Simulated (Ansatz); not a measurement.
Geometry optimisation, RKS PBE-D4/def2-SVP in Ansatz.

input.yaml

```yaml
crystal:
  periodic: [false, false, false]
  atoms:
    - { symbol: Sn, position_ang: [0.0, 0.0, 0.0] }
    - { symbol: H, position_ang: [0.0, 0.0, 2.09] }
    - { symbol: Cl, position_ang: [2.2726, 0.0, -0.8025] }
    - { symbol: H, position_ang: [-0.8195, 1.4198, -0.5794] }
    - { symbol: H, position_ang: [-0.8195, -1.4198, -0.5794] }
    - { symbol: O, position_ang: [1.1853, 1.7874, 0.7126] }
    - { symbol: Al, position_ang: [2.6397, 1.706, 1.7355] }
    - { symbol: H, position_ang: [3.3574, 0.3399, 1.9636] }
    - { symbol: H, position_ang: [3.1968, 3.0009, 2.4038] }
    - { symbol: H, position_ang: [0.588, 0.8867, 1.9402] }
basis:
  gaussian: { orbitals: def2-SVP }
hamiltonian:
  xc: pbe
  dispersion: d4
relax:
  f_tol: 0.15
  max_steps: 25
  restrain:
    - { distance: [0, 5], at: 1.96, k: 30.0 }
    - { distance: [9, 1], at: 0.66, k: 30.0 }
    - { distance: [0, 1], at: 2.94, k: 30.0 }
    - { distance: [9, 5], at: 2.21, k: 30.0 }
output:
  orbitals: {}
```

Launched with:

```bash
$ ansatz run input.yaml --threads 2 --pin off --max-ram 3072MiB --backend cpu --events-out ev --progress --plain --runs-dir out
```

Where does it end, and by what steps?

The run converged. The restraints hold the end off the free minimum. After 13 steps the energy has fallen by 3.157 eV (the restraints' own energy left out); H5 moved furthest, 1.31 Å. Joined: H2–H10 (1.07 → 0.72 Å).

| step | energy less start (eV) | largest force component (eV/Å) | accepted |
| --- | --- | --- | --- |
| 0 | 0.0000 | 3.491 | yes |
| 1 | -0.2999 | 2.589 | yes |
| 2 | -0.7345 | 2.410 | yes |
| 3 | -1.5895 | 2.114 | yes |
| 4 | -2.1951 | 1.908 | yes |
| 5 | -2.5714 | 1.577 | yes |
| 6 | -2.8262 | 1.672 | yes |
| 7 | -3.0096 | 1.649 | yes |
| 8 | -3.0756 | 1.509 | yes |
| 9 | -3.0953 | 1.446 | yes |
| 10 | -3.1336 | 1.226 | yes |
| 11 | -3.1390 | 1.222 | yes |
| 12 | -3.1510 | 1.712 | yes |
| 13 | -3.1572 | 1.710 | yes |

```xyz
10
Properties=species:S:1:pos:R:3
Sn 0.435 0.269 -0.143
H -1.248 0.333 2.270
Cl 2.174 0.372 -1.781
H -0.895 1.184 -0.738
H 0.189 -1.388 0.253
O 1.279 1.269 1.332
Al 2.957 1.572 1.657
H 4.000 0.364 1.615
H 3.330 3.056 2.106
H -0.620 0.689 2.314
```

Time of the run: 39 s on 2 threads of Arm Neoverse V1 (shared host), peak memory 0.16 GiB.
